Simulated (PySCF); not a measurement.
## Exercise with solution: chemical shift, span and skew from a shielding tensor

B(All)(F)(OH) (C3H6BFO), SMILES C=CCB(O)F. Atoms are numbered in the order given.

```xyz
12

B      0.5156     0.5460     0.6668
C      0.3199    -0.9452     0.1554
C     -0.9638    -1.1232    -0.6007
C     -1.1203    -0.9486    -1.9194
H      0.3928    -1.6379     1.0096
H      1.1902    -1.1604    -0.4934
H     -1.8521    -1.3491     0.0034
H     -0.2686    -0.7286    -2.5730
H     -2.0987    -1.0452    -2.3974
F      1.3803     0.7990     1.6502
O     -0.1307     1.5983     0.1287
H     -0.7333     1.3153    -0.5764
```
Charge 0, spin multiplicity 1.

Geometry: B3LYP-D3(BJ)/def2-SVP. The structure was generated by enumeration, and PubChem lists no compound with its InChIKey, so it may never have been made. One conformer was computed; it need not be the lowest.

GIAO shieldings from PySCF with HF/pcSseg-1, non-relativistic, no solvent. The symmetric part of the tensor of C3 has the principal values -100.3, 55.4, 172.5 ppm. The same nucleus in TMS has σ = 192.6 ppm at this level (PySCF, at its B3LYP-D3(BJ)/def2-TZVP geometry).

### Question
Work out the isotropic shielding, the ¹³C shift against TMS, the span and the skew.

### Answer

σ(iso) = (σ11 + σ22 + σ33)/3 = 42.5 ppm. δ = σ(ref) − σ(iso) = 192.6 − (42.5) = 150.1 ppm.
Span Ω = σ33 − σ11 = 272.8 ppm. Skew κ = 3(σ(iso) − σ22)/Ω = -0.14. Tumbling in solution averages the tensor to δ; in a static solid the shielding alone would spread this spin-1/2 line over Ω.
